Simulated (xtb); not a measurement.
H$_{4}$Ge, triplet, at the geometry of the source list (a higher spin typed on purpose: for a closed-shell molecule this is an excited state); GFN1-xTB in xtb.

xtb was given this input:
```
$ xtb mol.xyz --gfn 1 --uhf 2 --grad --json

# file mol.xyz
5

Ge     0.00070000    -0.00520000     0.00070000
H     -0.60280000    -0.84850000    -1.05720000
H      0.55780000    -0.85190000     1.08020000
H     -1.03980000     0.88740000     0.56100000
H      1.08410000     0.81820000    -0.58470000
```

The log (banner, timings and long lists left out):

```
   ID    Z sym.   atoms
    1   32 Ge     1
    2    1 H      2-5

           -------------------------------------------------
          |                Calculation Setup                |
           -------------------------------------------------

           -------------------------------------------------
          |                 G F N 1 - x T B                 |
           -------------------------------------------------

          ...................................................
          :                      SETUP                      :
          :.................................................:
          :  # basis functions                  18          :
          :  # atomic orbitals                  17          :
          :  # shells                           11          :
          :  # electrons                         8          :
          :  # halogen bonds                     0          :
          :  max. iterations                   250          :
          :  Hamiltonian                  GFN1-xTB          :
          :  restarted?                      false          :
          :  GBSA solvation                  false          :
          :  PC potential                    false          :
          :  electronic temp.          300.0000000     K    :
          :  accuracy                    1.0000000          :
          :  -> integral cutoff          0.2500000E+02      :
          :  -> integral neglect         0.1000000E-07      :
          :  -> SCF convergence          0.1000000E-05 Eh   :
          :  -> wf. convergence          0.2000000E-04 e    :
          :  Broyden damping             0.4000000          :
          :  net charge                          0          :
          :  unpaired electrons                  2          :
          ...................................................

 iter      E             dE          RMSdq      gap      omega  full diag
   1     -3.5674702 -0.356747E+01  0.586E+00    0.01       0.0  T
   2     -3.5801108 -0.126406E-01  0.323E+00    0.00       1.0  T
   3     -3.5632536  0.168572E-01  0.220E+00    0.01       1.0  T
   4     -3.5779803 -0.147267E-01  0.981E-01    0.01       1.0  T
   5     -3.5751136  0.286673E-02  0.115E+00    0.01       1.0  T
   6     -3.5822658 -0.715225E-02  0.340E-01    0.01       1.0  T
   7     -3.5828950 -0.629219E-03  0.132E-01    0.00       1.0  T
   8     -3.5826421  0.252931E-03  0.241E-01    0.01       1.0  T
   9     -3.5827079 -0.657818E-04  0.218E-01    0.01       1.0  T
  10     -3.5828359 -0.128003E-03  0.165E-01    0.01       1.0  T
  11     -3.5830050 -0.169138E-03  0.114E-02    0.01       3.9  T
  12     -3.5830054 -0.423998E-06  0.791E-03    0.01       5.7  T
  13     -3.5830058 -0.394980E-06  0.431E-04    0.01     103.8  T
  14     -3.5830058  0.370085E-08  0.886E-04    0.01      50.5  T
  15     -3.5830058 -0.482832E-08  0.683E-05    0.01     655.0  T
  16     -3.5830058 -0.247327E-10  0.283E-05    0.01    1580.0  T

   *** convergence criteria satisfied after 16 iterations ***

 transition dipole moment (au) for excitation:           4           5
     X       Y       Z
  -0.2101   0.0124  -0.0081  total (au/Debye):    0.211   0.535
 dE (eV)             :    8.115
 oscillator strength :  0.12472E-01

         :::::::::::::::::::::::::::::::::::::::::::::::::::::
         ::                     SUMMARY                     ::
         :::::::::::::::::::::::::::::::::::::::::::::::::::::
         :: total energy              -3.548979936799 Eh    ::
         :: gradient norm              0.020272235941 Eh/a0 ::
         :: HOMO-LUMO gap              0.005151354353 eV    ::
         ::.................................................::
         :: SCC energy                -3.583005840009 Eh    ::
         :: -> electrostatic           0.002264452189 Eh    ::
         :: repulsion energy           0.034693922869 Eh    ::
         :: dispersion energy         -0.000668019658 Eh    ::
         :: halogen bond corr.         0.000000000000 Eh    ::
         :: add. restraining           0.000000000000 Eh    ::
         :: total charge               0.000000000564 e     ::
         :::::::::::::::::::::::::::::::::::::::::::::::::::::

           -------------------------------------------------
          |                Property Printout                |
           -------------------------------------------------

    * Orbital Energies and Occupations

         #    Occupation            Energy/Eh            Energy/eV
      -------------------------------------------------------------
         1        2.0000           -0.5969520             -16.2439
         2        1.7413           -0.4701100             -12.7923
         3        1.6753           -0.4698051             -12.7840
         4        1.5834           -0.4694294             -12.7738
         5        0.4243           -0.1712266              -4.6593 (HOMO)
         6        0.3765           -0.1710373              -4.6542 (LUMO)
         7        0.1992           -0.1701943              -4.6312
         8                         -0.1391303              -3.7859
         9                         -0.1391261              -3.7858
        10                         -0.0766780              -2.0865
        11                         -0.0762649              -2.0753
        12                         -0.0757175              -2.0604
        13                         -0.0647602              -1.7622
        14                          0.1660370               4.5181
        15                          0.4674405              12.7197
        16                          0.4691131              12.7652
        17                          0.4777404              13.0000
      -------------------------------------------------------------
                  HL-Gap            0.0001893 Eh            0.0052 eV
             Fermi-level           -0.3203130 Eh           -8.7162 eV

  Mulliken/CM5 charges         n(s)   n(p)   n(d)
     1Ge   -0.06591 -0.33586   1.154  2.061  0.850
     2H     0.01528  0.08273   0.985  0.000  0.000
     3H     0.01445  0.08200   0.986  0.000  0.000
     4H     0.01829  0.08580   0.982  0.000  0.000
     5H     0.01788  0.08533   0.982  0.000  0.000

Wiberg/Mayer (AO) data.
largest (>0.10) Wiberg bond orders for each atom

 ---------------------------------------------------------------------------
     #   Z sym  total        # sym  WBO       # sym  WBO       # sym  WBO
 ---------------------------------------------------------------------------
     1  32 Ge   2.986 --     3 H    0.756     2 H    0.751     5 H    0.740
                             4 H    0.739
     2   1 H    0.770 --     1 Ge   0.751
     3   1 H    0.773 --     1 Ge   0.756
     4   1 H    0.756 --     1 Ge   0.739
     5   1 H    0.757 --     1 Ge   0.740
 ---------------------------------------------------------------------------

Topologies differ in total number of bonds
Writing topology from bond orders to xtbtopo.mol

 dipole moment from electron density (au)
     X       Y       Z
  -0.0127   0.0838  -0.0124  total (Debye):    0.218

           -------------------------------------------------
          | TOTAL ENERGY               -3.548979936799 Eh   |
          | GRADIENT NORM               0.020272235941 Eh/α |
          | HOMO-LUMO GAP               0.005151354353 eV   |
           -------------------------------------------------

normal termination of xtb
```
